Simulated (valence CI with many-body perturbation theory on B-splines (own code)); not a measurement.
Ir37+: E2, M1 decay

Method: configuration interaction combined with many-body perturbation theory (CI+MBPT): four valence electrons over a frozen Dirac-Fock core [Kr], radial functions for each j: 9 s, 9 p, 10 d, 8 f, 5 g, 3 h, 1 i, with the one-electron correlation potential Σ1, the two-electron term Σ2, the three-electron term Σ3, Breit, model QED; selected CI, second order for the rest (own B-spline code, finite nucleus).

The last digits are not significant, and no measured levels were compared; by estimate large intervals hold to a few tenths of a per cent, small ones and those within an open d or f shell to about a per cent. Only levels of the ground parity were solved; by the run's estimate the other parity begins above the list, which can be wrong where configurations are misplaced.

Lines 1 to 50 of 119 in falling wavelength, among levels below 885950 cm⁻¹, chosen from the decays that carry over 1 % of a level's rate. Wavelengths and rates use the calculated energies. Electric multipoles are in the length gauge, E1 and E2 with the static RPA response of the core. S is in atomic units (e²a₀⁴ for E2 and M2, e²a₀⁶ for E3), for M1 in squared Bohr magnetons. Weak lines are less certain than strong ones. Lines between different terms over intervals too small for the method are left out, as are lines whose strength nearly cancels. The highest levels of a list are the least certain.

Levels are named by their leading jj configuration (3d3/2^4 stands for four electrons in 3d with j = 3/2), which in mixed levels can hold well under half, so a name can repeat and another be missing. Letters in brackets count levels of one name in rising energy.

```tsv
λ vac (Å)	Upper	Lower	Type	A (s⁻¹)	S (a.u.)
8591	(4d3/2^3 4d5/2) J=3	(4d3/2^3 4d5/2) J=2	M1	2.18e+01	3.58e+00
8417	(4d3/2^2 4d5/2^2) J=6	(4d3/2^2 4d5/2^2) J=5	M1	1.23e+01	3.54e+00
6374	(4d3/2^3 4d5/2) J=3	(4d3/2^3 4d5/2) J=4	M1	3.47e+01	2.33e+00
2330	(4d3/2^2 4d5/2^2) J=4 [b]	(4d3/2^2 4d5/2^2) J=3 [a]	M1	5.24e+02	2.21e+00
2163	(4d3/2^3 4d5/2) J=2	(4d3/2^3 4d5/2) J=1	M1	1.77e+03	3.32e+00
1930	(4d3/2^2 4d5/2^2) J=2 [d]	(4d3/2^2 4d5/2^2) J=2 [c]	M1	1.16e+03	1.54e+00
1722	(4d3/2^2 4d5/2^2) J=2 [b]	(4d3/2^2 4d5/2^2) J=2 [a]	M1	1.06e+03	1.00e+00
1642	(4d3/2^2 4d5/2^2) J=4 [c]	(4d3/2^2 4d5/2^2) J=3 [b]	M1	5.66e+02	8.37e-01
1568	(4d3/2 4d5/2^3) J=0	(4d3/2 4d5/2^3) J=1 [a]	M1	2.10e+03	3.00e-01
1081	(4d3/2^2 4d5/2^2) J=2 [d]	(4d3/2^2 4d5/2^2) J=2 [b]	M1	9.52e+02	2.23e-01
1049	(4d3/2 4d5/2^3) J=1 [b]	(4d3/2^2 4d5/2^2) J=0 [b]	M1	6.87e+03	8.83e-01
1049	(4d3/2 4d5/2^3) J=3 [b]	(4d3/2^2 4d5/2^2) J=2 [d]	M1	2.09e+03	6.27e-01
1014	(4d3/2^2 4d5/2^2) J=2 [d]	(4d3/2^2 4d5/2^2) J=3 [b]	M1	3.33e+02	6.43e-02
1012	(4d3/2^2 4d5/2^2) J=2 [c]	(4d3/2^2 4d5/2^2) J=2 [a]	M1	1.53e+03	2.95e-01
945.0	(4d3/2^2 4d5/2^2) J=4 [c]	(4d3/2^2 4d5/2^2) J=4 [a]	M1	3.71e+03	1.04e+00
894.0	(4d3/2^2 4d5/2^2) J=2 [d]	(4d3/2^2 4d5/2^2) J=1	M1	2.56e+02	3.39e-02
875.6	(4d3/2 4d5/2^3) J=2 [b]	(4d3/2 4d5/2^3) J=3 [a]	M1	2.84e+03	3.54e-01
748.8	(4d3/2^2 4d5/2^2) J=4 [a]	(4d3/2^3 4d5/2) J=3	M1	9.88e+03	1.38e+00
741.0	(4d3/2 4d5/2^3) J=3 [a]	(4d3/2^2 4d5/2^2) J=2 [b]	M1	2.43e+03	2.56e-01
726.0	(4d3/2^2 4d5/2^2) J=3 [a]	(4d3/2^3 4d5/2) J=3	M1	5.15e+04	5.11e+00
723.9	(4d3/2^2 4d5/2^2) J=2 [a]	(4d3/2^3 4d5/2) J=2	M1	2.72e+04	1.91e+00
720.1	(4d3/2 4d5/2^3) J=3 [a]	(4d3/2^2 4d5/2^2) J=4 [b]	M1	8.01e+03	7.76e-01
717.6	(4d3/2^2 4d5/2^2) J=2 [d]	(4d3/2^2 4d5/2^2) J=3 [a]	M1	1.06e+03	7.23e-02
713.2	(4d3/2 4d5/2^3) J=1 [b]	(4d3/2^2 4d5/2^2) J=2 [d]	M1	2.89e+04	1.17e+00
712.5	(4d3/2 4d5/2^3) J=2 [a]	(4d3/2^2 4d5/2^2) J=2 [c]	M1	7.93e+03	5.32e-01
710.5	(4d3/2 4d5/2^3) J=3 [c]	(4d3/2^2 4d5/2^2) J=2 [d]	M1	8.28e+03	7.71e-01
696.3	(4d5/2^4) J=2	(4d3/2 4d5/2^3) J=3 [c]	M1	1.41e+04	8.84e-01
679.7	(4d3/2 4d5/2^3) J=3 [b]	(4d3/2^2 4d5/2^2) J=2 [c]	M1	2.30e+03	1.88e-01
670.1	(4d3/2^2 4d5/2^2) J=4 [a]	(4d3/2^3 4d5/2) J=4	M1	7.98e+04	8.01e+00
669.4	(4d3/2^2 4d5/2^2) J=3 [a]	(4d3/2^3 4d5/2) J=2	M1	3.80e+04	2.96e+00
664.7	(4d3/2^3 4d5/2) J=1	(4d3/2^4) J=0	M1	8.75e+04	2.86e+00
664.0	(4d3/2^2 4d5/2^2) J=2 [d]	(4d3/2^2 4d5/2^2) J=2 [a]	M1	2.07e+02	1.12e-02
662.2	(4d3/2 4d5/2^3) J=1 [a]	(4d3/2^2 4d5/2^2) J=2 [b]	M1	1.06e+04	3.41e-01
640.5	(4d5/2^4) J=4	(4d3/2 4d5/2^3) J=3 [b]	M1	1.15e+04	1.01e+00
638.4	(4d3/2 4d5/2^3) J=2 [b]	(4d3/2^2 4d5/2^2) J=2 [d]	M1	5.84e+03	2.82e-01
637.9	(4d3/2^2 4d5/2^2) J=0 [b]	(4d3/2^2 4d5/2^2) J=1	M1	3.16e+04	3.04e-01
626.4	(4d3/2 4d5/2^3) J=5	(4d3/2^2 4d5/2^2) J=4 [b]	M1	4.12e+04	4.13e+00
613.3	(4d3/2 4d5/2^3) J=4 [a]	(4d3/2^2 4d5/2^2) J=5	M1	9.55e+03	7.35e-01
590.2	(4d3/2^2 4d5/2^2) J=5	(4d3/2^3 4d5/2) J=4	M1	4.68e+04	3.93e+00
587.1	(4d3/2 4d5/2^3) J=1 [a]	(4d3/2^2 4d5/2^2) J=1	M1	5.56e+04	1.25e+00
572.4	(4d3/2 4d5/2^3) J=5	(4d3/2^2 4d5/2^2) J=6	M1	2.24e+04	1.71e+00
565.3	(4d3/2^2 4d5/2^2) J=1	(4d3/2^3 4d5/2) J=2	M1	9.60e+04	1.93e+00
560.3	(4d3/2^2 4d5/2^2) J=3 [b]	(4d3/2^3 4d5/2) J=3	M1	1.17e+04	5.36e-01
560.3	(4d3/2 4d5/2^3) J=3 [c]	(4d3/2^2 4d5/2^2) J=4 [c]	M1	5.39e+04	2.46e+00
559.0	(4d3/2 4d5/2^3) J=6	(4d3/2^2 4d5/2^2) J=6	M1	4.49e+04	3.78e+00
558.5	(4d3/2 4d5/2^3) J=4 [a]	(4d3/2^2 4d5/2^2) J=3 [a]	M1	5.01e+04	2.91e+00
554.1	(4d3/2^2 4d5/2^2) J=0 [a]	(4d3/2^3 4d5/2) J=1	M1	2.40e+05	1.51e+00
553.5	(4d3/2^2 4d5/2^2) J=4 [b]	(4d3/2^3 4d5/2) J=3	M1	1.87e+04	1.06e+00
552.3	(4d3/2 4d5/2^3) J=2 [a]	(4d3/2^2 4d5/2^2) J=2 [b]	M1	4.67e+04	1.46e+00
551.6	(4d3/2^2 4d5/2^2) J=6	(4d3/2^3 4d5/2) J=4	E2	9.30e+00	5.51e-03
```
